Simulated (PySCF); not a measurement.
Excitation energy of As by level of theory

As [Ar] 3d10 4s2 4p3 (4S) → As [Ar] 3d10 4s2 4p2 5s1 (4P), as a difference of total energies. Calculation: PySCF 2.14, in aug-cc-pVQZ-PP with one added diffuse shell each of s, p, d, f, g type with ECP10MDF (8s7p6d4f3g, 114 functions); scalar relativity through the core potential. Correlated levels: valence: 3s2 3p6 3d10 frozen. The calculations carry no spin-orbit coupling.

```csv
method,excitation energy (eV)
UHF,6.155
LDA,6.229
PBE,6.172
PBE0,6.314
r2SCAN,6.583
BLYP,6.040
M06,6.173
PBEsol,6.244
MP2 (valence),6.459
SCS-MP2 (valence),6.381
```

Errors of the correlated levels include the incompleteness of this basis and the frozen core.

Problem. Which method comes closest to the reference value, and which is furthest?

Solution. The reference is 6.460 eV (measured; NIST levels, between the centres of gravity of the two terms). Closest: MP2 (valence) (error -0.001 eV); furthest: BLYP (error -0.420 eV).
